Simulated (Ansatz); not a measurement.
K5H5 (the lowest singlet isomer of a short search), 10 atoms. Hardware: 4 threads of Arm Neoverse V1 on a shared host.

The 6-31G sets use Cartesian d functions.

Task: How many basis functions does each of these Ansatz runs have, and roughly what does it cost? HF/6-31G, charge 0 singlet, energy; PBE0-D4/def2-SVP, charge 0 singlet, energy with a search over starts; PBE0-D4/def2-SVP, charge 1 doublet at the geometry of the charge 0 singlet, energy with a search over starts; PBE0-D4/def2-SVP, charge -1 doublet at the geometry of the charge 0 singlet, energy with a search over starts; LDA (SPW92)/def2-TZVP, charge 0 singlet, energy, from earlier orbitals; B97M-V/def2-TZVP, charge 0 singlet, energy, from earlier orbitals; PBE0-D4/def2-TZVP, charge 0 triplet at the geometry of the charge 0 singlet, energy; PBE-D4/def2-TZVP, charge 1 doublet at the geometry of the charge 0 singlet, energy, from earlier orbitals; PBE-D4/def2-TZVPD, charge -1 doublet at the geometry of the charge 0 singlet, energy, from earlier orbitals; HF/STO-3G, charge 0 singlet, energy; r2SCAN-D4/def2-TZVP, charge 1 doublet at the geometry of the charge 0 singlet, energy, from earlier orbitals; PBE-D4/def2-SVP, charge 0 singlet, energy, from earlier orbitals.

Result: Other jobs shared the machine, so times can vary by a factor of up to 3. A dash marks memory too small to be measured apart from the calling script's.

| run | functions | fitting or Cholesky vectors | wall time | peak host memory (GiB) |
| --- | --- | --- | --- | --- |
| HF/STO-3G, charge 0 singlet, energy | 70 | 861 | 0.5 s | – |
| LDA (SPW92)/def2-TZVP, charge 0 singlet, energy, from earlier orbitals | 195 | 1845 | 2.6 s | – |
| HF/6-31G, charge 0 singlet, energy | 155 | 1625 | 2.8 s | – |
| PBE-D4/def2-SVP, charge 0 singlet, energy, from earlier orbitals | 145 | 1670 | 4.1 s | – |
| PBE0-D4/def2-SVP, charge 0 singlet, energy with a search over starts | 145 | 1395 | 8 s | – |
| PBE-D4/def2-TZVP, charge 1 doublet at the geometry of the charge 0 singlet, energy, from earlier orbitals | 195 | 1845 | 12 s | – |
| PBE-D4/def2-TZVPD, charge -1 doublet at the geometry of the charge 0 singlet, energy, from earlier orbitals | 225 | 1905 | 21 s | 0.56 |
| B97M-V/def2-TZVP, charge 0 singlet, energy, from earlier orbitals | 195 | 1845 | 28 s | 0.61 |
| r2SCAN-D4/def2-TZVP, charge 1 doublet at the geometry of the charge 0 singlet, energy, from earlier orbitals | 195 | 1845 | 32 s | 0.64 |
| PBE0-D4/def2-TZVP, charge 0 triplet at the geometry of the charge 0 singlet, energy | 195 | 1860 | 39 s | 1.2 |
| PBE0-D4/def2-SVP, charge 1 doublet at the geometry of the charge 0 singlet, energy with a search over starts | 145 | 1395 | 59 s | 0.85 |
| PBE0-D4/def2-SVP, charge -1 doublet at the geometry of the charge 0 singlet, energy with a search over starts | 145 | 1404 | 100 s | 1 |
